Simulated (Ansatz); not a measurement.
Caution, from a PySCF single point (B3LYP-D3(BJ)/def2-TZVPD) at this geometry: the highest occupied level lies above zero, so the state may not be bound. This singlet lies 0.65 eV below the relaxed triplet at the level frozen-core CCSD(T)/aug-cc-pVDZ // B3LYP-D3(BJ)/def2-TZVPD (Ansatz, an electronic-structure program).

A geometry relaxed with B3LYP-D3(BJ)/def2-TZVPD (Ansatz), charge -1, multiplicity 1:

```xyz
7

Si    -0.9541     0.1477     0.0280
H     -1.5526     0.5107     1.3601
H     -1.8353    -0.9741    -0.4511
B      0.9687    -0.6328     0.3676
H      2.8043    -0.3984    -0.1115
H     -1.4063     1.3178    -0.8608
O      1.9753     0.0290    -0.3323
```

Task: Write the SMILES of this molecule.

Result: `O[B-][SiH3]`
